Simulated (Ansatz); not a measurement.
Born–Oppenheimer molecular dynamics of a periodic cell of 13 atoms, Au12I (surface Au(111), adsorbate I). It starts from a partly relaxed structure (largest force component 0.08 eV/Å).

These are results of Ansatz, DFT PBE, scalar-relativistic, plane waves, PAW, not measurements. Settings: accuracy low, cutoff 420 eV, k mesh 3x3x1, fermi-dirac smearing 0.05 eV, no spin polarisation.

| Item | Value |
| --- | --- |
| ensemble | NVE (velocity Verlet) |
| time step | 3 fs |
| steps asked | 300 |
| starting velocities drawn for | 600 K |
| atoms held | 1 to 4 |
| seed | 925846 |

First frame:

```xyz
13
Lattice="5.7700 0.0000 0.0000 2.8850 4.9970 0.0000 0.0000 0.0000 16.7112" Properties=species:S:1:pos:R:3
Au 1.442 0.833 1.000
Au 4.327 0.833 1.000
Au 2.885 3.331 1.000
Au 5.770 3.331 1.000
Au -0.011 1.626 3.499
Au 2.893 1.626 3.499
Au 1.441 4.149 3.511
Au 4.325 4.133 3.726
Au 0.017 -0.096 6.095
Au 2.861 -0.096 6.093
Au 1.440 2.420 5.883
Au 4.324 2.432 6.058
I 4.321 0.723 8.445
```

**Question.** What does the run give?

**Answer.** All steps were run.

```yaml
steps_done: 300
time_covered: 900 fs
mean_temperature_over_the_second_half: 316 K
spread_of_the_potential_energy_over_the_second_half: 5.3 meV per atom
mean_potential_energy_of_the_second_half_above_the_start: 25.4 meV per atom
```

The conserved energy stayed within 0.017 meV per atom of its start (net change 0.0048 meV per atom), so the integration is sound. Over the second half the temperature averaged 0.53 of the 600 K drawn at the start: a run that starts near a minimum puts about half its kinetic energy into the potential. A run of 0.9 ps of so small a system gives no equilibrium averages. Limits of this set-up: coarse k mesh, thin slab, slab without dipole correction, odd electron count without spin, a typed lattice constant that wasn't relaxed here, low accuracy level.

**Question.** What happens to the structure?

**Answer.** Mean squared displacements from the first frame to the last: Au 0.36 Å², I 0.55 Å². This is one draw of velocities; another would differ in detail.

**Question.** How do temperature and energy run in time?

**Answer.** 
| time (fs) | T (K) | potential energy less start (eV) | conserved less start (meV/atom) |
| --- | --- | --- | --- |
| 0 | 600 | 0.000 | 0.00 |
| 30 | 519 | 0.094 | 0.00 |
| 60 | 353 | 0.287 | 0.01 |
| 90 | 260 | 0.396 | 0.01 |
| 120 | 267 | 0.388 | 0.01 |
| 150 | 272 | 0.382 | 0.01 |
| 180 | 276 | 0.377 | 0.01 |
| 210 | 300 | 0.349 | 0.01 |
| 240 | 290 | 0.361 | 0.01 |
| 270 | 243 | 0.415 | 0.01 |
| 300 | 228 | 0.433 | 0.01 |
| 330 | 238 | 0.421 | 0.01 |
| 360 | 237 | 0.422 | 0.01 |
| 390 | 235 | 0.424 | 0.01 |
| 420 | 280 | 0.373 | 0.01 |
| 450 | 356 | 0.284 | 0.00 |
| 480 | 372 | 0.265 | 0.00 |
| 510 | 320 | 0.326 | 0.01 |
| 540 | 319 | 0.327 | 0.01 |
| 570 | 358 | 0.281 | 0.01 |
| 600 | 377 | 0.260 | 0.01 |
| 630 | 380 | 0.256 | 0.01 |
| 660 | 341 | 0.301 | 0.01 |
| 690 | 262 | 0.393 | 0.01 |
| 720 | 195 | 0.472 | 0.01 |
| 750 | 197 | 0.469 | 0.01 |
| 780 | 261 | 0.394 | 0.01 |
| 810 | 318 | 0.328 | 0.01 |
| 840 | 354 | 0.287 | 0.01 |
| 870 | 355 | 0.285 | 0.00 |
| 900 | 265 | 0.390 | 0.00 |

Time of the run: 14 min on 4 threads of INTEL(R) XEON(R) PLATINUM 8581C CPU @ 2.30GHz (Emerald Rapids) (shared host), peak memory 1.9 GiB.
